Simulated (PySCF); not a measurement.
Calculated NMR parameters of FCO/C=C\C(F)F

```
Formula                               : C4H5F3O
SMILES                                : FCO/C=C\C(F)F
Point group of the computed structure : C1
Degrees of unsaturation               : 1
Carbon signals                        : 4
Proton signals                        : 4
```

Bonds (- single, = double, # triple, : aromatic): F1-C2 1.370 Å, C2-O3 1.375 Å, O3-C4 1.364 Å, C4=C5 1.326 Å, C5-C6 1.494 Å, C6-F7 1.363 Å, C6-F8 1.357 Å. C2 carries H9, H10; C4 carries H11; C5 carries H12; C6 carries H13. Stereochemistry as in FCO/C=C\C(F)F.

Level of theory: shieldings: GIAO PBE0/pcSseg-1, GFN2-xTB geometry, in PySCF 2.14 (a single conformation, non-relativistic Hamiltonian, equivalent nuclei averaged, gas phase).

δ = σ(ref) − σ, references computed at the same level: $^{1}$H (σref 31.72), $^{13}$C (σref 186.93) vs TMS; $^{19}$F (σref 170.95) against CFCl3; H2O for $^{17}$O (σref 336.08).

```tsv
carbon	δC, type	δH (multiplicity)	HMBC from (2–3 bonds)	span of the C tensor (ppm)
C2	106.0, CH2	5.80 (m)	H11	43
C4	156.4, CH	6.64 (m)	H13, H9/H10, H12	162
C5	113.2, CH	5.34 (m)	H13, H11	170
C6	116.2, CH	7.10 (m)	H11, H12	43
```

Other nuclei:
```csv
atoms,nucleus,environment,δ (ppm),σ (ppm)
F7/F8,$^{19}$F,fluorine of a CF2 group,-131.6,302.6
F1,$^{19}$F,fluorine on an sp3 carbon,-166.5,337.4
O3,$^{17}$O,ether oxygen,158.6,177.5
```

Carbon types of the structure: 3 × CH, 1 × CH2, which accounts for all hydrogens. δC 156.4: alkene carbon bearing oxygen; an sp2 carbon further deshielded by the attached heteroatom. δC 116.2: allylic sp3 CH bonded to 2 F; 2 electronegative neighbours deshield it. δC 113.2: β carbon of an enol-ether or enamine type C=C; the O or N lone pair pushes π density onto this β carbon and shields it. δC 106.0: sp3 CH2 bonded to F and O; 2 electronegative neighbours deshield it. δH 6.64: hydrogen on an alkene carbon bearing oxygen; olefinic region.

Splittings by $^{19}$F in the carbon and heteronuclear signals aren't shown, as no couplings were computed. Shifts are as computed. Against solution values, carbons near 30 ppm lie about +3 ppm off and those near 130 ppm about +5 ppm. Of 1211 compounds with measured shifts, 218 miss one by over three times the rms of a fit or turn the order of signals round; such compounds aren't used in these exercises. Unscaled 19F shifts against computed CFCl3 carry errors that often reach 10 to 50 ppm. Experimental scales use liquid or dissolved standards, which lie at an offset from isolated H2O (liquid H2O: subtract about 36 ppm). No couplings were computed; multiplicities are counted from neighbouring protons, with m where these are inequivalent, close in shift, in a saturated or five-membered ring or joined by F or P, and br s for small geminal =CH2 splittings.
